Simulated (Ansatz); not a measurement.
Abridged output of a molecular run in Ansatz:

```
Functional definition: HF
1425 factors; integrals over basis functions are off by at most 9.8e-4 eV
mean field evaluation 1: about -6654.9979 eV, gradient 3.5e1 eV
mean field evaluation 2: about -6655.1956 eV, gradient 3.5e1 eV
mean field evaluation 4: about -6658.3820 eV, gradient 4.5e0 eV
mean field evaluation 8: about -6658.4479 eV, gradient 3.2e-1 eV
mean field evaluation 16: about -6658.4489 eV, gradient 1.8e-6 eV
mean field -6658.44886892 eV, -244.6934826742 hartree, gradient 1.8e-6 eV, S^2 0.000000; 0 other end points of the search recorded, 0 dependent functions left out
5 core orbitals not correlated: weight in the atoms' cores, before any rotation towards them, 1.000 or more for the frozen orbitals, at most 0.000 for the correlated occupied ones
reference -6658.44886892 eV, -244.6934826742 hartree; 14, 14 occupied and 220, 220 virtual orbitals, 1425 factors
second order -23.25992294 eV of doubles, -0.00000000 eV of singles
cycle   1  -23.52945478 eV  change   -2.7e-1 eV  update   1.1e-1
cycle   2  -24.07946142 eV  change   -5.5e-1 eV  update   3.4e-2
cycle   3  -24.22360576 eV  change   -1.4e-1 eV  update   2.1e-2
cycle   4  -24.20980287 eV  change    1.4e-2 eV  update   6.6e-3
cycle   5  -24.20455184 eV  change    5.3e-3 eV  update   3.7e-3
cycle   6  -24.20628633 eV  change   -1.7e-3 eV  update   1.3e-3
cycle   7  -24.20604861 eV  change    2.4e-4 eV  update   6.4e-4
cycle   8  -24.20584700 eV  change    2.0e-4 eV  update   2.5e-4
cycle   9  -24.20597919 eV  change   -1.3e-4 eV  update   1.2e-4
cycle  10  -24.20599876 eV  change   -2.0e-5 eV  update   4.5e-5
cycle  11  -24.20597547 eV  change    2.3e-5 eV  update   1.8e-5
perturbative correction -0.99093776 eV, -0.0364162911 hartree
Total energy: -6683.64578215 eV, -245.6194521563 hartree
```

Its atoms:

Z-matrix (Å, degrees):
```
B
B 1 1.659
H 1 1.381 2 51.6
H 1 1.193 2 123.8 3 -83.0
H 1 1.198 2 114.6 3 96.6
C 2 1.494 1 99.8 3 111.8
F 2 1.350 1 126.1 3 -95.5
N 6 1.333 2 129.7 1 -63.1
H 6 1.090 2 116.4 1 109.7
H 8 1.007 6 119.0 2 -4.8
H 8 1.007 6 120.6 2 150.2
```

**Question.** Which basis set was used?
A. def2-TZVPP
B. def2-SVP
C. cc-pV(Q+d)Z
D. def2-SVPD

**Answer.** A. It gives 239 functions.

**Question.** Write the keys of the input that set method, charge and spin (a neutral closed shell needs none for the last two).

**Answer.** 
```yaml
correlation: {method: ccsd_t}
```
